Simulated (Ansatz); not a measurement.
C2H5F3GeO, SMILES `FC(F)(F)C[O][GeH3]` at its PBE0-D4/def2-TZVP geometry, where that method's forces vanish. The species carries charge 0 and has multiplicity 1.

```xyz
12

F    -2.5097    1.0080    1.1076
C    -1.8328    0.5477    0.0442
F    -1.8982    1.4769   -0.9108
F    -2.4683   -0.5370   -0.4021
C    -0.4053    0.2453    0.4477
O     0.2871   -0.2301   -0.6593
Ge    1.9979   -0.7108   -0.4695
H     0.0148    1.1789    0.8470
H    -0.4576   -0.4848    1.2674
H     2.4131   -1.1805   -1.8626
H     2.7932    0.5180    0.0070
H     2.0659   -1.8315    0.5836
```

(1) What forces (eV/Å) does r2SCAN-D4/def2-TZVPP give on these atoms in Ansatz? (An estimate is asked.)

Answers

(1) Ansatz gave: 
```
F1  -0.194  0.136  0.318
C2   0.302 -0.067  0.070
F3  -0.007  0.264 -0.288
F4  -0.173 -0.321 -0.139
C5  -0.035  0.085  0.299
O6   0.057 -0.095 -0.320
Ge7  0.121 -0.033  0.022
H8   0.005  0.023  0.009
H9  -0.006 -0.017  0.019
H10 -0.032  0.027  0.068
H11 -0.033 -0.044 -0.019
H12 -0.005  0.042 -0.040
```
